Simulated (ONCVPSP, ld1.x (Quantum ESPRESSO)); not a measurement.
**Potentials for antimony (Sb) compared**

Generated with ld1.x 7.5 (TM, RRKJ, ultrasoft, PAW), atompaw 4.2 or ONCVPSP 4.0.1. The cutoff is in Ry: for ld1.x and atompaw files where the sum of valence levels is converged to 10 mRy in a Bessel basis, for ONCV files where the hardest occupied wave has 1 mHa per electron of residual kinetic energy. The error is the largest all-electron minus pseudo excitation energy over each file’s own four to seven test configurations (ionisations up to +4, promotions, holes and added fractions of an electron), all of which were solved. The labels leave out finer settings (local radius, basis sizes, second energies), which also bear on the numbers. Spin-polarised tests are not counted. The rows are a selection from randomly drawn settings: files with unsolved tests, undetermined cutoffs or missed reference levels are left out.

A true bound ghost makes a file unfit for plane-wave use even where its test errors are small: the radial tests pick states by their node count and pass the ghost by.

| potential | cutoff (Ry) | largest error (meV) | bound ghosts |
| --- | --- | --- | --- |
| ONCV, PBE, scalar-relativistic, rc 1.95/2.10/1.10 (spd), local smoothed, core correction yes, reference 4d10 5s2 5p3, qcut 2.2/3.5/7.6, projectors 2/2/2 | 345 | -158 | s, p, d |
| ONCV, PBE, scalar-relativistic, rc 1.45/1.55/1.45/1.30 (spdf), local f, core correction no, reference 4s2 4p6 4d10 5s2 5p3, qcut 10.2/10.4/11.7/8.2, projectors 2/2/2/0 | 88 | -13 | none |
| TM, PBEsol, scalar-relativistic, rc 1.55/1.60/1.45/1.35 (spdf), local d, core correction yes, reference 4d10 5s2 5p2 | 100 | -274 | s, p |
| ONCV, PBE, scalar-relativistic, rc 1.45/1.25/1.50 (spd), local smoothed, core correction yes, reference 4s2 4p6 4d10 5s2 5p3, qcut 8.9/11.5/10, projectors 2/2/2 | 84 | -10 | none |
| ONCV, PBEsol, scalar-relativistic, rc 1.15/1.70/1.25 (spd), local smoothed, core correction yes, reference 4s2 4p6 4d10 5s2 5p3, qcut 10.1/8.1/13.9, projectors 2/2/3 | 106 | -13 | none |
| ONCV, revPBE, scalar-relativistic, rc 1.40/1.55/1.60 (spd), local smoothed, core correction yes, reference 4s2 4p6 4d10 5s2 5p3, qcut 6.5/8.5/9.6, projectors 3/2/3 | 71 | -13 | none |
| ONCV, LDA (Perdew-Wang 92), scalar-relativistic, rc 1.25/1.25/1.55 (spd), local smoothed, core correction yes, reference 4s2 4p6 4d10 5s2 5p3, qcut 7.3/11.6/11, projectors 2/2/1 | 84 | -11 | none |
| ONCV, PBE, scalar-relativistic, rc 1.65/1.70/1.05 (spd), local d, core correction yes, reference 4d10 5s2 5p3, qcut 3.2/3.8/10.3, projectors 3/2/0 | 95 | -294 | s, p |

Task: Fill in the row for Sb: ONCV, Wu-Cohen, scalar-relativistic, rc 1.00/1.60/1.65 (spd), local smoothed, core correction yes, reference 4s2 4p6 4d10 5s2 5p3, qcut 9.3/9.7/11.3, projectors 2/2/2.

Result: cutoff 112 Ry, largest error -14 meV, bound ghosts: none.
